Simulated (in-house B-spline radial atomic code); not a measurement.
Settings and results of a run for O III (O2+) (an excited or competing configuration). Method: non-relativistic B3LYP, spin-polarised, spherical fractional occupations, point nucleus. Calculated with a B-spline radial code for spherical atoms.

In the input, 3d5,1 would mean five up and one down electron.

Command:
```bash
python run_scf.py task.json out
```
Settings:
```
Z                8
configuration    1s2 2s0,1 2p2,0 3s0,1
hamiltonian      nr
method           b3lyp
spin_polarised   True
```

Output (hartree, bohr):
```
 radial grid: 43 intervals, B-splines of order 8, outer radius 25.5556 bohr

 iter        energy (Eh)    residual
    1         -69.900255    2.38e-01
    2         -71.351695    6.43e-02
    3         -71.418462    2.56e-02
    4         -71.429435    1.05e-02
    5         -71.431453    1.98e-03
    6         -71.431546    2.46e-04
    7         -71.431546    8.44e-06
    8         -71.431546    5.00e-07
    9         -71.431546    1.83e-08

 total energy                       -71.43155
 kinetic                              71.2612
 electron-nucleus                   -159.8644
 Hartree                              24.0448
 exact exchange                       -1.2767
 exchange-correlation                 -5.5965

 orbital      occ     eigenvalue          <r>       <r^2>       <1/r>     <1/r^2>       <r^4>       r_max
 1s up      1.000       -21.4591     0.199673   0.0538165     7.61968     118.031  0.00756193      0.1295
 1s down    1.000       -21.4429     0.198621   0.0532033     7.65172      118.87  0.00736588      0.1291
 2s down    1.000        -2.5377     0.996368     1.17531     1.45556      8.7664     2.46269      0.8144
 2p up      2.000        -2.0354     0.932166     1.07359     1.38904     2.68747     2.37658      0.7051
 3s down    1.000        -0.7052        2.893     9.48221    0.478001     1.38497     133.906        2.63
```

Run time, properties included: 0.06 s on 1 thread of Arm Neoverse V1, with other jobs on the host.

Caution: exact exchange at fractional occupations of open shells leaves self-interaction of up to several eV.
